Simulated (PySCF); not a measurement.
B(NCO)2(OH) (C2HBN2O3), SMILES C(=O)=NB(O)N=C=O.

Geometry: r2SCAN-D4/def2-SVP. One conformer was computed; it need not be the lowest.

Two levels are set side by side: PBE/def2-TZVP (PySCF) and PBE0/def2-TZVP (PySCF). Same geometry, gas phase. Differences are taken from unrounded values.

```tsv
quantity	PBE0
orbital gap (eV)	7.93
highest occupied level (eV)	-9.02
lowest empty level (eV)	-1.09
dipole moment (D)	2.30
mean polarisability (bohr³)	57.7
```

### Question
What does PBE give, and how far is it from PBE0? (Estimate from the structure and the level; the computed values follow.)

### Answer

```json
[
 {"quantity": "orbital gap (eV)", "PBE": "5.55", "PBE minus PBE0": "-2.39"},
 {"quantity": "highest occupied level (eV)", "PBE": "-7.56", "PBE minus PBE0": "1.46"},
 {"quantity": "lowest empty level (eV)", "PBE": "-2.01", "PBE minus PBE0": "-0.92"},
 {"quantity": "dipole moment (D)", "PBE": "2.24", "PBE minus PBE0": "-0.06"},
 {"quantity": "mean polarisability (bohr³)", "PBE": "60.7", "PBE minus PBE0": "3.0"}
]
```

Without exact exchange PBE keeps part of each electron's self-repulsion, which lifts occupied levels and narrows the gap. PBE's more diffuse valence density responds more strongly to a field. Differences between two approximate levels are no errors against the true value.

Rough cost on one machine, each run with all the roots and properties that it gave: PBE0 against PBE within a factor of 2.
